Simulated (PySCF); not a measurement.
Si(H)(Et)(OMe)(OEt), SMILES CCO[SiH](CC)OC (C₅H₁₄O₂Si) (GFN2-xTB optimised geometry):

```
22

Si    -1.242    -0.767     0.000
C     -1.995    -1.636     1.529
C     -1.463    -1.073     2.848
O     -1.477     0.834     0.000
C     -2.709     1.481     0.015
O      0.371    -0.767     0.000
C      1.212    -1.882     0.051
C      2.645    -1.427     0.280
H     -1.794    -1.401    -1.207
H     -3.083    -1.542     1.521
H     -1.790    -2.708     1.497
H     -1.913    -1.581     3.700
H     -1.683    -0.010     2.927
H     -0.384    -1.195     2.908
H     -3.310     1.170     0.873
H     -3.273     1.265    -0.896
H     -2.526     2.555     0.076
H      1.135    -2.434    -0.894
H      0.893    -2.555     0.856
H      2.715    -0.885     1.220
H      2.953    -0.764    -0.523
H      3.310    -2.286     0.312
```

Level of theory: PBE0/def2-SVP (PySCF).

Question: What are the frontier orbital energies and the dipole moment?

Answer: HOMO-2 -8.40 eV, HOMO-1 -7.90 eV, HOMO -7.47 eV, LUMO 1.45 eV, LUMO+1 1.51 eV; dipole moment 1.59 D.

On the same geometry PBE/def2-SVP run with PySCF 2.14.0 gives HOMO-2 -6.82 eV, HOMO-1 -6.26 eV, HOMO -6.02 eV, LUMO 0.60 eV, LUMO+1 0.62 eV; dipole moment 1.43 D.

Meta-Löwdin charges at PBE0/def2-SVP: Si1 1.16, C2 -0.44, C3 -0.29, O4 -0.59, C5 -0.07, O6 -0.60, C7 0.05, C8 -0.30, H9 -0.17, H10 0.10, H11 0.10, H12 0.10, H13 0.10, H14 0.10, H15 0.09, H16 0.09, H17 0.11, H18 0.08, H19 0.08, H20 0.10, H21 0.11, H22 0.10.
